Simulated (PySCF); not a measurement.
PySCF 2.14 output of an unrestricted MN15 calculation on a single atom or ion in aug-cc-pVDZ-PP with ECP60MDF, with a scalar-relativistic core potential:

```
SCF conv_tol = 1e-09
number electrons alpha = 10  beta = 4
    H. S. Yu, X. He, S. L. Li, and D. G. Truhlar.,  Chem. Sci. 7, 5032-5051 (2016)
    H. S. Yu, X. He, S. L. Li, and D. G. Truhlar.,  Chem. Sci. 7, 5032-5051 (2016)
cycle= 1 E= -89.3927035214382  delta_E= -0.00799  |g|= 0.0296  |ddm|= 0.414
cycle= 2 E= -89.3931054377623  delta_E= -0.000402  |g|= 0.0114  |ddm|= 0.125
cycle= 3 E= -89.3931586865873  delta_E= -5.32e-05  |g|= 0.00142  |ddm|= 0.0191
cycle= 4 E= -89.3931620941559  delta_E= -3.41e-06  |g|= 0.000238  |ddm|= 0.007
cycle= 5 E= -89.3931623856226  delta_E= -2.91e-07  |g|= 6.96e-05  |ddm|= 0.0012
cycle= 6 E= -89.3931624134983  delta_E= -2.79e-08  |g|= 7.86e-06  |ddm|= 0.000442
cycle= 7 E= -89.3931624137278  delta_E= -2.29e-10  |g|= 6.51e-07  |ddm|= 5.66e-05
converged SCF energy = -89.3931624137278  <S^2> = 12.001042  2S+1 = 7.0002978
```

The run itself started from symmetry-adapted Hartree-Fock orbitals and held the occupation by maximum overlap, on a logarithmic radial grid, so the iterations belong to that start.

Task: Which element, charge and spin multiplicity is this?

Result: Os²⁺ (osmium, charge +2), multiplicity 7; the state was [Xe] 4f14 5d5 6p1, high-spin 7P determinant (an excited configuration).

Energies and moments cover only the electrons outside the core potential. Spin-orbit coupling, absent here, splits the open shell strongly.
